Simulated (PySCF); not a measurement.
**Broadened absorption spectrum of C6H6F2**

Compound: C6H6F2.
SMILES: `C1=C(CCF)C/1=C/F`

The calculation used PySCF, TDDFT CAM-B3LYP/def2-SVPD, vertical, gas phase, core orbitals frozen in the response. Geometry: GFN2-xTB, one conformer, isolated molecule. Torsions of this conformer, `[F:1]/[CH:2]=[C:3]1[CH:4]=[C:5]\1[CH2:6][CH2:7][F:8]`: C4–C5–C6–C7 0°, C5–C6–C7–F8 -68°.

Each state is given a Gaussian of 0.5 eV full width at half maximum, with ε(max) = 2.175×10⁸ f / Δν̃ (Δν̃ the width in cm⁻¹). The width is an assumption, not a result. The curve ends short of the highest state used, and states not computed would add to its high-energy end.

```tsv
E (eV)	ε (L mol⁻¹ cm⁻¹)
3.86	3
3.96	15
4.06	57
4.16	171
4.27	448
4.37	849
4.47	1292
4.57	1573
4.67	1535
4.77	1200
4.87	752
4.98	351
5.08	151
5.18	84
5.28	107
5.38	180
5.48	264
5.59	317
5.69	297
5.79	229
5.89	161
5.99	145
6.09	221
6.19	398
6.30	659
6.40	868
6.50	1039
6.60	1438
6.70	2764
6.80	6002
```

**Question.** Where are the band maxima, and which computed states make them?

**Answer.** 269 nm (4.61 eV), ε about 1600, made up of S1 (100%); 221 nm (5.61 eV), ε about 320, made up of S2 (100%) (ε in L mol⁻¹ cm⁻¹; maxima over ε = 5, shares over 10%). At its high-energy end, 6.80 eV, the curve is still rising (ε about 6000, from S7). The states used: S1 4.61 eV (f 0.030); S2 5.61 eV (f 0.0059); S3 6.10 eV (f 0.0002); S4 6.46 eV (f 0.016); S5 6.79 eV (f 0.0005); S6 7.05 eV (f 0.0099); S7 7.17 eV (f 0.464); S8 7.40 eV (f 0.0036).

**Question.** What would ε be at 4.61 eV, the highest of these maxima, with half the width (0.25 eV)?

**Answer.** About 3200 L mol⁻¹ cm⁻¹ against 1600, a factor of about 2.00; a lone state at its own centre would give exactly 2.

**Question.** On this curve, what absorbance would a 10⁻⁵ mol/L sample give at 193 nm over a 1 cm path?

**Answer.** 193 nm is 6.424 eV, where ε is about 910 L mol⁻¹ cm⁻¹, so A = ε c l ≈ 0.0091 (Beer–Lambert, with the gas-phase spectrum and the assumed width).

**Question.** Coming from long wavelengths, where does ε first pass 100 L mol⁻¹ cm⁻¹?

**Answer.** At about 302 nm (4.11 eV), 0.50 eV below S1.
